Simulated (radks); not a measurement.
Question: Yb, 70 electrons, occupied as [Kr] 4d10 4f14 5s2 5p5.5 6s2 6p0.5 (fractional occupations, a model configuration). Method: Dirac Kohn-Sham, LDA (Slater exchange, Perdew-Wang correlation), spin-unpolarised, spherical densities, finite nucleus; open shells are shared between the two j in proportion to 2j + 1; Fermi nuclear charge, rms radius 5.3108 fm; computed with a radial shooting solver on a logarithmic mesh with Libxc functionals. Some entries of the table are withheld. Estimate them.

orbital,occ.,eigenvalue (Ry),r(max) (bohr)
1s1/2,2,-4490.759,0.01238
2s1/2,2,-760.7170,0.07082
2p1/2,2,-725.9759,0.05297
2p3/2,4,-649.1080,0.05940
3s1/2,2,-171.5907,(1)
3p1/2,2,-156.1964,(2)
3p3/2,4,-139.8860,(3)
3d3/2,4,-113.5435,0.1580
3d5/2,6,-109.9763,0.1617
4s1/2,2,-33.89816,0.4557
4p1/2,2,-27.66636,0.4568
4p3/2,4,-23.96036,0.4855
4d3/2,4,(4),0.4860
4d5/2,6,(5),0.4952
5s1/2,2,-4.28002,1.070
5p1/2,1.83333,-2.57945,(6)
5p3/2,3.66667,-2.11823,(7)
4f5/2,6,-0.52793,0.4798
4f7/2,8,-0.43042,0.4854
6s1/2,2,-0.37543,3.080
6p1/2,0.166667,-0.14605,4.050
6p3/2,0.333333,-0.12050,4.419

Answer: 
(1) 3s1/2 r(max) (bohr): 0.1999
(2) 3p1/2 r(max) (bohr): 0.1875
(3) 3p3/2 r(max) (bohr): 0.2009
(4) 4d3/2 eigenvalue (Ry): -13.68189
(5) 4d5/2 eigenvalue (Ry): -13.00742
(6) 5p1/2 r(max) (bohr): 1.165
(7) 5p3/2 r(max) (bohr): 1.256
